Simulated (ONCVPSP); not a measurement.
LDA (Perdew-Zunger) ONCV dataset for H (Z = 1), fully relativistic all-electron reference.

ONCVPSP 4.0.1 input, shortened (lines: element, Z, core and valence counts, functional; n l f; lmax; l rc ep ncon nbas qcut; lloc lpopt rc5 dvloc0; l nproj debl; icmod fcfact rcfact), LDA (Perdew-Zunger), fully relativistic:

```
  H 1.00    0    1        3      upf
    1    0    1.00
    1
    0    0.75    0.00    4    8    7.00
    1    0.75    0.26    4    7   11.30
    4    2    0.50    3.00
    0    2    0.90
    1    2    3.20
    0    0.00    0.00
```

Open shells are filled in proportion to 2j + 1.

All-electron outer shells of the reference configuration (LDA (Perdew-Zunger), scalar-relativistic, ld1.x):

```csv
shell,level (eV),outermost node (bohr),outermost maximum (bohr)
1s,-6.36,–,1.05
```

What the tests gave:

```json
{
 "Cutoffs needed": "22 Ha and 122 Ha (the cutoffs (Ha) at which the residual kinetic energy of the hardest occupied pseudo-wave falls to 1 and 0.1 mHa per electron)",
 "Ghost test": "no bound ghost flagged; no localised positive-energy state flagged"
}
```

Generation and tests took about 2.9 s on one core of a shared server CPU.
